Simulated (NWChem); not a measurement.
Species: BHClF; SMILES ClBF

Give the equilibrium geometry at PBE0/def2-SVP (NWChem) as an XYZ file, with the point group.

point group Cs; any orientation.
```
4

B     -0.5351    -0.5572     0.0000
H     -1.7222    -0.7465     0.0000
F      0.2947    -1.5725     0.0000
Cl     0.1167     1.0616     0.0000
```
